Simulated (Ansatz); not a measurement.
Program: Ansatz. Geometries: PBE0-D4/def2-TZVP. ΔE: electronic, gas phase. CBS: MP2 limit from def2 TZ/QZ plus the TZ coupled-cluster correction, frozen cores. This one scheme is used for every species. Functionals use def2-TZVPP. B3LYP here is the variant with VWN-RPA as its local correlation; programs differ in this. One conformer a species, not always the lowest.

Consider the substitution at a C–B bond: `CC(F)BF` + `OC(F)F` → `CC(F)OC(F)F` + `BF`.

CCSD(T)/CBS gives +39.4 kJ/mol.

Another level gave +37.0 kJ/mol. Which?
A. HF/def2-TZVPP
B. PBE/def2-TZVPP
C. CCSD/def2-TZVPP
D. B3LYP/def2-TZVPP

C. CCSD/def2-TZVPP 37.0, PBE 46.2, B3LYP 42.2, HF/def2-TZVPP 31.2 kJ/mol.

Largest T1 diagnostic among the species: 0.013.

In def2-TZVPP, CCSD(T) changes the Hartree–Fock value by +4.5 kJ/mol (the triples alone add −1.3 kJ/mol) and MP2 by +6.7 kJ/mol.
